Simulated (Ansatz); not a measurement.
A structure relaxed at PBE0-D4/def2-TZVP, charge 0, multiplicity 1:

```
atom   x (Å)   y (Å)   z (Å)
  C1   0.825  -0.253   2.124
 Al2   0.491  -0.580   0.233
  C3  -0.672   0.588  -0.805
  C4  -0.839   0.284  -2.086
  I5  -2.033   1.359  -3.435
  H6   1.445  -1.024   2.586
  H7  -0.114  -0.195   2.685
  H8   1.329   0.709   2.267
  H9   1.127  -1.788  -0.581
 H10  -1.186   1.461  -0.408
 H11  -0.373  -0.562  -2.580
```

Question: Give its formula and SMILES.

Answer: C3H6AlI, `[CH3][AlH]/[CH]=C/I`.

Question: Point group (tolerance 0.08 Å, 0.16 Å for H)?

Answer: Cs.

Question: Summarise the bond lengths by kind.

Answer: 2 × Al–C 1.947 to 1.948 Å; 5 × C–H 1.085 to 1.096 Å; 1 × Al–H 1.590 Å; 1 × C–C 1.327 Å; 1 × C–I 2.098 Å.

Program: Ansatz 0.2.0.
